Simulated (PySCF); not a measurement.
First SCF of a structure search on quartet ReOCl2, at a hand-made T-shaped (ligand arrangement 1) geometry. PySCF input:

```python
from pyscf import gto, scf, dft
mol = gto.M(atom='''
Re     0.000000     0.000000     0.000000
O     -1.758900     0.000000     0.061400
Cl     0.000000     0.000000     2.300000
Cl     2.298600     0.000000     0.080300''',
    basis={'Re': 'def2-SVP', 'O': 'def2-SVP', 'Cl': 'def2-SVP'},
    ecp={'Re': 'def2-SVP'},
    charge=0, spin=3)
mf = dft.UKS(mol, xc='PBE')
mf.grids.atom_grid = (50, 194)
aux = {'Re': 'def2-universal-JKFIT', 'O': 'def2-universal-JKFIT', 'Cl': 'def2-universal-JKFIT'}
mf = mf.density_fit(auxbasis=aux)
mf.conv_tol = 1e-08
mf.diis_space = 10
mf.max_cycle = 60
mf.init_guess = 'minao'
mf.verbose = 4
mf.kernel()
```

Excerpt of the output (cycles alone):

```
init E= -1061.19005556941
cycle= 1 E= -1072.82796405018  delta_E= -11.6  |g|= 0.877  |ddm|= 5.58
cycle= 2 E= -1065.49200275372  delta_E= 7.34  |g|= 3.01  |ddm|= 3.32
cycle= 3 E= -1073.06744587905  delta_E= -7.58  |g|= 0.453  |ddm|= 2.88
cycle= 4 E= -1072.65285274462  delta_E= 0.415  |g|= 0.972  |ddm|= 1.96
cycle= 5 E= -1073.15657297131  delta_E= -0.504  |g|= 0.202  |ddm|= 0.948
cycle= 6 E= -1073.18115640066  delta_E= -0.0246  |g|= 0.0906  |ddm|= 1.58
cycle= 7 E= -1073.18448567498  delta_E= -0.00333  |g|= 0.0521  |ddm|= 0.121
cycle= 8 E= -1073.18528644447  delta_E= -0.000801  |g|= 0.0306  |ddm|= 0.0543
cycle= 9 E= -1073.18555835015  delta_E= -0.000272  |g|= 0.024  |ddm|= 0.0735
cycle= 10 E= -1073.18586732038  delta_E= -0.000309  |g|= 0.00697  |ddm|= 0.0248
cycle= 11 E= -1073.18588966148  delta_E= -2.23e-05  |g|= 0.00198  |ddm|= 0.0129
cycle= 12 E= -1073.18589161189  delta_E= -1.95e-06  |g|= 0.000221  |ddm|= 0.00341
cycle= 13 E= -1073.18589163939  delta_E= -2.75e-08  |g|= 7.36e-05  |ddm|= 0.000505
cycle= 14 E= -1073.18589164199  delta_E= -2.6e-09  |g|= 3.6e-05  |ddm|= 0.000196
Extra cycle  E= -1073.18589162185  delta_E= 2.01e-08  |g|= 0.000218  |ddm|= 0.000326
converged SCF energy = -1073.18589162185  <S^2> = 3.7789653  2S+1 = 4.0144565
```

No lower solution of this spin was found from smeared starts or by a stability analysis within the unrestricted form.

With open d or f shells other occupations or spin states may lie lower. No spin–orbit coupling is included, which matters more the heavier the element.

The search for the lowest solution, 2 starts and the stability check together, took 83 s on 2 threads of a shared Intel Xeon @ 2.50GHz (Skylake/Cascade Lake) host, with 82 basis functions; the process peaked at 0.39 GiB. Launch command: `OMP_NUM_THREADS=2 python axn.py task.json out`.
